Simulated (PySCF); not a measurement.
Task: Give a PBE0-D3(BJ)/def2-SVP geometry of `CC#C[B@H-]1CCC[N+]1(C)C`.

Result: 
```
atom  x, y, z in Å
C1     4.1068    0.6298    0.4241
C2     2.6940    0.6079    0.0745
C3     1.5135    0.6082   -0.2377
B4     0.0032    0.5806   -0.6730
C5    -0.3604   -0.6748   -1.6589
C6    -0.8724   -1.8111   -0.7447
C7    -0.7131   -1.3229    0.6912
N8    -0.9044    0.1502    0.6666
C9    -2.3125    0.4922    0.4164
C10   -0.4635    0.7769    1.9176
H11    4.7110    0.0681   -0.3067
H12    4.5001    1.6588    0.4579
H13    4.2860    0.1766    1.4126
H14   -0.4069    1.6858   -1.0129
H15   -1.1185   -0.4173   -2.4154
H16    0.5331   -0.9901   -2.2167
H17   -0.3187   -2.7536   -0.8704
H18   -1.9276   -2.0563   -0.9477
H19   -1.4046   -1.7853    1.4161
H20    0.3175   -1.4855    1.0379
H21   -2.9540    0.0805    1.2121
H22   -2.4125    1.5836    0.3855
H23   -2.6268    0.0909   -0.5533
H24    0.5973    0.5494    2.0753
H25   -0.5746    1.8655    1.8300
H26   -1.0668    0.4113    2.7640
```

Any rigid rotation of these coordinates is as good. Atoms count from 1 in this order. The B–C distances run from 1.572 Å (C3–B4, drawn single) to 1.637 Å (B4–C5, drawn single), a spread of 0.065 Å. The 5-membered ring B4–C5–C6–C7–N8 has internal angles of 99.5° to 106.8°; it is puckered, 0.20 Å rms from its mean plane, widest ring torsion 44°. Of the pairs four or more bonds apart, C3···H24 is among the closest relative to their van der Waals radii: 2.49 Å, 86 % of the sum of Bondi's values. The 4 C–C bonds span 1.221 Å (C2≡C3, drawn triple) to 1.546 Å (C5–C6, drawn single), a spread of 0.325 Å.

Bonds between heavy atoms (Å): C1–C2 1.456, C2≡C3 1.221, C3–B4 1.572, B4–C5 1.637, C5–C6 1.546, C6–C7 1.525, C7–N8 1.486, N8–C9 1.470, N8–C10 1.467, B4–N8 1.674.

Level of theory: PBE0-D3(BJ)/def2-SVP geometry optimisation, gas phase in PySCF 2.14.0.

Point group: C1 (no symmetry element, even within 0.4 Å). Not checked by PBE0-D3(BJ)/def2-SVP frequencies. The numbers are those of one conformer (C3–B4–C5–C6 94°, B4–C5–C6–C7 -5°, C5–C6–C7–N8 32°, C6–C7–N8–C9 71°).

Rough CPU time on one thread of a shared machine: about 2.5 min. This is the geometry optimisation.
